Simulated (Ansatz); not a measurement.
C₂H₄Cl, charge -1, singlet, at a GFN2-xTB geometry (a gas-phase anion, which may not be bound at this level); Ansatz (a first-principles code) with BLYP/def2-TZVP.

Ansatz was given this input:
Ansatz 0.2 input:
```yaml
crystal:
  periodic: [false, false, false]
  atoms:
    - {symbol: C, position_ang: [-0.04236295, 0.94301768, 0.11643630]}
    - {symbol: C, position_ang: [1.46068694, 0.70302549, -0.00366344]}
    - {symbol: Cl, position_ang: [-0.80766603, -0.77835367, 0.01458756]}
    - {symbol: H, position_ang: [-0.36931829, 1.35703846, -0.87902207]}
    - {symbol: H, position_ang: [1.94738318, 1.68689299, -0.01568052]}
    - {symbol: H, position_ang: [1.83394692, 0.15833098, 0.87083844]}
    - {symbol: H, position_ang: [1.80836665, 0.15349103, -0.90076143]}
basis:
  gaussian:
    orbitals: def2-TZVP
hamiltonian:
  xc: blyp
total_charge: -1
accuracy: high
```

Task: Predict the main parts of the log of this Ansatz run.

Result: 
```
Functional definition: BLYP
2211 factors; integrals over basis functions are off by at most 4.1e-9 eV
mean field evaluation 1: about -14653.4732 eV, gradient 5.3e1 eV
mean field evaluation 2: about -14626.6752 eV, gradient 1.0e2 eV
mean field evaluation 4: about -14660.2926 eV, gradient 1.1e1 eV
mean field evaluation 8: about -14660.5663 eV, gradient 5.6e-1 eV
mean field evaluation 16: about -14660.5669 eV, gradient 2.3e-5 eV
mean field -14660.56690281 eV, -538.7658963890 hartree, gradient 2.2e-8 eV, S^2 0.000000; 0 other end points of the search recorded, 0 dependent functions left out
reference -14660.56695336 eV, -538.7658982467 hartree; 17, 17 occupied and 106, 106 virtual orbitals, 2211 factors
Total energy: -14660.56695336 eV, -538.7658982467 hartree
```
